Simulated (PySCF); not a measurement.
A structure optimised at B3LYP-D3(BJ)/def2-SVP, used in a PySCF frequency run:

```xyz
14

C      0.1256    -1.6561     1.4696
C      0.2352    -0.9533     0.0965
Si    -1.4233    -0.3457    -0.5410
F     -1.7838     1.0388     0.2518
Si     1.4980     0.4387     0.1613
F      1.2946     1.3778    -1.1611
H     -0.2823    -0.9754     2.2342
H      1.1051    -2.0091     1.8342
H     -0.5385    -2.5336     1.4237
H      0.6031    -1.6692    -0.6641
H     -2.4955    -1.3286    -0.2207
H     -1.3892    -0.0569    -1.9965
H      1.3036     1.2777     1.3713
H      2.8858    -0.0991     0.1219
```

Write its SMILES and formula.

CC([SiH2]F)[SiH2]F, C2H8F2Si2

What are its rotational constants (standard atomic weights)?

2.5794, 1.7809, 1.2750 GHz
